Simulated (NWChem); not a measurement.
System: BHF₂; SMILES FBF

NWChem printed, in part:

```
             Northwest Computational Chemistry Package (NWChem) 7.3.0
             --------------------------------------------------------

                             Geometry "geometry" -> ""
                             -------------------------

 Output coordinates in angstroms (scale by  1.889725989 to convert to a.u.)

  No.       Tag          Charge          X              Y              Z
 ---- ---------------- ---------- -------------- -------------- --------------
    1 B                    5.0000     0.00000000     0.00000000    -0.45766000
    2 H                    1.0000     0.00000000     0.00000000    -1.64705700
    3 F                    9.0000    -1.13345300     0.00000000     0.21885400
    4 F                    9.0000     1.13345300     0.00000000     0.21885400

 Effective nuclear repulsion energy (a.u.)      61.5762313332

                              NWChem Property Module
                              ----------------------

  itol2e modified to match energy
  convergence criterion.

                                 NWChem DFT Module
                                 -----------------

 Summary of "ao basis" -> "ao basis" (spherical)
 ------------------------------------------------------------------------------
       Tag                 Description            Shells   Functions and Types
 ---------------- ------------------------------  ------  ---------------------
 B                           6-31g*                  6       14   3s2p1d
 H                           6-31g*                  2        2   2s
 F                           6-31g*                  6       14   3s2p1d

  itol2e modified to match energy
  convergence criterion.

            General Information
            -------------------
          SCF calculation type: DFT
          Wavefunction type:  closed shell.
          No. of atoms     :     4
          No. of electrons :    24
           Alpha electrons :    12
            Beta electrons :    12
          Charge           :     0
          Spin multiplicity:     1
          Use of symmetry is: off; symmetry adaption is: off
          Maximum number of iterations: 150
          AO basis - number of functions:    44
                     number of shells:    20
          Convergence on energy requested:  1.00D-07
          Convergence on density requested:  1.00D-05
          Convergence on gradient requested:  5.00D-04

[...]

          -----------------------
          Electric field gradient
          -----------------------

 1 a.u. = 0.324123 10**(16) esu/cm**3  ( or statvolts/cm**2 ) = 0.97174 10**(22) v/m**2

 ------------------------------------------------------------
   Atom      X         Y         Z
 ------------------------------------------------------------
    1 B    0.00000   0.00000  -0.86485
 ------------------------------------------------------------

 Electric field gradient in molecular frame (a.u.)
         XX             YY             ZZ             XY             XZ             YZ
 ------------------------------------------------------------------------------------------
        0.072909      -0.340717       0.267808       0.000000       0.000000       0.000000

 Principal components (a.u.) and orientation
 of principal axis w.r.t. absolute frame                      Asymmetry parameter eta
 --------------------------------------------------------------------------------------
       -0.340717       0.267808       0.072909                       0.572026

       -0.000000       0.000000       1.000000
        1.000000       0.000000       0.000000
       -0.000000       1.000000      -0.000000

 ------------------------------------------------------------
   Atom      X         Y         Z
 ------------------------------------------------------------
    2 H    0.00000   0.00000  -3.11249
 ------------------------------------------------------------

 Electric field gradient in molecular frame (a.u.)
         XX             YY             ZZ             XY             XZ             YZ
 ------------------------------------------------------------------------------------------
        0.107102       0.100575      -0.207677      -0.000000      -0.000000      -0.000000

 Principal components (a.u.) and orientation
 of principal axis w.r.t. absolute frame                      Asymmetry parameter eta
 --------------------------------------------------------------------------------------
       -0.207677       0.107102       0.100575                       0.031428

        0.000000       1.000000       0.000000
        0.000000      -0.000000       1.000000
        1.000000      -0.000000      -0.000000

 ------------------------------------------------------------
   Atom      X         Y         Z
 ------------------------------------------------------------
    3 F   -2.14192   0.00000   0.41357
 ------------------------------------------------------------

 Electric field gradient in molecular frame (a.u.)
         XX             YY             ZZ             XY             XZ             YZ
 ------------------------------------------------------------------------------------------
       -0.608917       0.076508       0.532409       0.000000       1.032742      -0.000000

 Principal components (a.u.) and orientation
 of principal axis w.r.t. absolute frame                      Asymmetry parameter eta
 --------------------------------------------------------------------------------------
       -1.218174       1.141667       0.076508                       0.874390

        0.861291       0.508112       0.000000
       -0.000000      -0.000000       1.000000
       -0.508112       0.861291       0.000000

 ------------------------------------------------------------
   Atom      X         Y         Z
 ------------------------------------------------------------
    4 F    2.14192   0.00000   0.41357
 ------------------------------------------------------------

[...]
```

Level: PBE0/6-31G* (spherical d). Coordinates come from a B3LYP/6-31G* (spherical d) optimisation. NWChem prints the field gradient with the sign opposite to the second derivative of the potential.

Q: Write an input that gives this output.

A: One answer among several that fit: the input that was run:
```
start job
memory heap 200 mb stack 900 mb global 1100 mb
geometry units angstroms noautosym nocenter noautoz
  B      0.000000     0.000000    -0.457660
  H      0.000000     0.000000    -1.647057
  F     -1.133453     0.000000     0.218854
  F      1.133453     0.000000     0.218854
end
basis spherical
  B library 6-31g*
  H library 6-31g*
  F library 6-31g*
end
dft
  xc pbe0
  iterations 150
end
property
  efieldgrad
end
task dft property
```
